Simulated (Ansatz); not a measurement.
Reaction (ligand exchange at the Si–N bond): `N[SiH](O)[SiH3]` + H₂S → `O[SiH]([SiH3])S` + NH₃

Gas-phase electronic energies from Ansatz, PBE0-D4/def2-TZVP geometries. CCSD(T)/CBS adds triple-zeta CCSD(T) − MP2 to the extrapolated MP2 energy (def2 sets, frozen cores). This one scheme is used for every species. DFT in def2-TZVPP. One conformer a species, not always the lowest.

```tsv
species	ωB97X-V energy (Eh)
`N[SiH](O)[SiH3]`	-713.18978
H₂S	-399.34253
`O[SiH]([SiH3])S`	-1055.97099
NH₃	-56.56247
```

**Question.** Work out ΔE.

**Answer.** ΔE = (-1055.97099) + (-56.56247) − (-713.18978) − (-399.34253) = -0.00115 Eh = -0.7 kcal/mol. CCSD(T)/CBS gives -1.3 kcal/mol.

**Question.** What do rigid-rotor, harmonic-oscillator terms from PBE0-D4/def2-TZVP frequencies (298.15 K, 1 bar) make of the CCSD(T)/CBS value? (Estimate.)

**Answer.** The calculation gave: ΔZPE = +1.9 kcal/mol, ΔH = +0.6 kcal/mol, ΔS = -8 J/(mol·K), ΔG = +1.2 kcal/mol.

Largest T1 diagnostic among the species: 0.012.

At CCSD(T), def2-SVP lies +1.2 kcal/mol from the extrapolated value and def2-TZVPP +0.7 kcal/mol. From BLYP to BHLYP (50 % exact exchange), in def2-TZVPP and without D4, ΔE moves by +1.3 kcal/mol. In def2-TZVPP, CCSD(T) changes the Hartree–Fock value by −2.0 kcal/mol (the triples alone add −0.6 kcal/mol) and MP2 by −2.7 kcal/mol.
